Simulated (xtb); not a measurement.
1-fluorocyclopentene (C5H7F), SMILES FC1=CCCC1. All values are semi-empirical tight-binding results from xtb (GFN2-xTB unless named), good for trends rather than for accurate numbers. Coordinates come from a GFN2-xTB optimisation. The values are those of a single conformer.

### Question
Estimate the properties. (Estimate from the structure and the level; the computed values follow.)

### Answer

```json
{
 "orbital_gap": "5.04 eV",
 "dipole_moment": "2.40 D",
 "zero_point_energy": "67.1 kcal/mol",
 "G − E(el) at 298.15 K (modified RRHO)": "48.9 kcal/mol",
 "static polarisability (D4 model)": "57.7 bohr³",
 "solvation energy, GFN2-xTB/ALPB(water)": "-1.9 kcal/mol",
 "solvation energy, GFN2-xTB/ALPB(octanol)": "-3.9 kcal/mol"
}
```

Computed IR lines (harmonic; lines under 4 % of the strongest left out, lines within 3 cm⁻¹ merged):
ν (cm⁻¹): 370 (w), 558 (w), 653 (w), 784 (m), 895 (m), 923 (m), 967 (w), 1013 (w), 1098 (w), 1165 (s), 1210 (s), 1230 (m), 1291 (m), 1301 (s), 1326 (m), 1465 (w), 1740 (vs), 2944 (m), 2951 (m), 2987 (m), 2994 (s), 3002 (s), 3021 (s), 3148 (m) (against the strongest line: vs over 80 %, s over 45 %, m over 15 %, w over 4 %, vw less)
